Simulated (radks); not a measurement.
Spherical jellium clusters: N electrons in a uniform positive sphere of charge N and radius rs N^(1/3), rs = 2.57 bohr. Method: non-relativistic Kohn-Sham, LDA (Slater exchange, Perdew-Wang correlation), spin-polarised, spherical densities; computed with a radial shooting solver with Libxc functionals. Levels are named by radial order and angular momentum (1s, 1p, 1d, 2s, ...), and open shells are averaged over m.

N = 3, configuration 1s2 1p(up 1, down 0). This is the lowest configuration that the search found. Occupied and some empty levels:

level,occupation,eigenvalue (eV),<r> (bohr)
1s up,1,-6.0940,3.012
1s down,1,-5.6622,2.987
1p up,1,-2.3790,4.534
1p down,0,-1.9266,4.675
2s up,0,-0.61915,8.458
2s down,0,-0.46408,9.163

Energy (eV): total -2.32675, kinetic 9.5977, external -70.233, Hartree 31.802, exchange-correlation -13.136, background 39.643.
